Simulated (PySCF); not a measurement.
# What a mistake does to a calculation on AlCClH3 cation

Calculated results; nothing here was measured. They come from PySCF 2.14.0, an open-source quantum chemistry program, on an isolated molecule that a program drew, which may never have been made. The molecule is AlCClH3 cation (charge +1, singlet), drawn as the SMILES string `[CH3][Al+][Cl]`.

Each row is a Hartree-Fock (HF) and frozen-core CCSD(T) single point in the cc-pV(D+d)Z basis, meant for a local HF minimum. Run 1 is clean. Each other run has one planted mistake out of seven kinds, and not every kind appears here: one electron removed, one electron added, multiplicity raised by two, geometry at a saddle point, minimal basis STO-3G, one bond length entered in bohr, all coordinates scaled. The reference is restricted for singlets and unrestricted otherwise, and also for a bond in bohr. Adding or removing an electron swaps singlet and doublet. Electrons count all cores. HOMO and LUMO are orbital energies over both spins, the gradient is its largest component, and the lowest frequency (negative if imaginary) is given only where the gradient is small. Bond lengths are over the 5 bonds as drawn. T1 is the CCSD diagnostic: over 0.02 (restricted) or 0.045 (unrestricted) a single reference is doubtful.

Geometry of the clean run:
```xyz
6
AlCClH3 cation, angstrom
C    -1.1027    0.1302    0.4453
Al   -1.3012   -1.7380    0.8413
Cl   -1.5096   -3.7005    1.2571
H    -1.0544    0.2671   -0.6374
H    -0.1829    0.5012    0.9033
H    -1.9588    0.6777    0.8464
```

| run | electrons | basis functions | <S^2> | HOMO (eV) | LUMO (eV) | gradient (hartree/bohr) | lowest frequency (cm^-1) | mean bond (Å) | longest bond (Å) | T1 | HF (hartree) | CCSD(T) (hartree) | mistake |
|---|---|---|---|---|---|---|---|---|---|---|---|---|---|
| 1 | 38 | 75 | 0.000 | -18.40 | -4.26 | 1.1e-05 | 144 | 1.4428 | 2.017 | 0.0120 | -740.84815 | -741.21861 | no fault |
| 2 | 39 | 75 | 0.762 | -5.45 | 1.08 | 5.3e-02 | - | 1.4428 | 2.017 | 0.0318 | -741.02575 | -741.41203 | one electron added |
| 3 | 38 | 75 | 0.000 | -18.12 | -4.59 | 3.0e-02 | - | 1.5020 | 2.100 | 0.0131 | -740.84013 | -741.21430 | all coordinates scaled |
| 4 | 38 | 75 | 2.015 | -12.40 | -8.86 | 1.5e-01 | - | 1.4428 | 2.017 | 0.0242 | -740.65148 | -741.00505 | ? |

**Which mistake was planted in run 4, and what did it cost?**

Electrons, basis and geometry are unchanged, and <S^2> is 2.015, beside S(S+1) = 2.00 for a multiplicity of 3. So the mistake is: multiplicity raised by two. Subtracting run 1 and multiplying by 627.51 kcal/mol a hartree, the energy moved by 123.4 kcal/mol in HF and 134.0 kcal/mol in CCSD(T).

